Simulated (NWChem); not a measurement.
# KOH cation, doublet; SMILES of the neutral closed-shell parent [K][OH]

```xyz
3

K     -0.6665    -0.4962    -0.5599
O      1.1158     0.8334     0.9380
H      1.7700     1.3063     1.4838
```
Atoms are numbered in this order, from 1.

Level: PBE0-D3(BJ)/def2-TZVP, spin-unrestricted (NWChem), optimised geometry, unscaled harmonic frequencies. This spin state was assumed; another may lie lower.

```csv
frequency (cm⁻¹),IR intensity (km/mol)
189,12.3
283,172.2
3746,94.7
```

```
Quantity                                                                          Result
-----------------------------------------------------------------------  ---------------
zero-point energy                                                           6.0 kcal/mol
thermal correction to the enthalpy at 298.15 K (with zero-point energy)     9.0 kcal/mol
heat capacity Cv                                                         9.5 cal/(mol K)
```

Rigid rotor and harmonic oscillator.
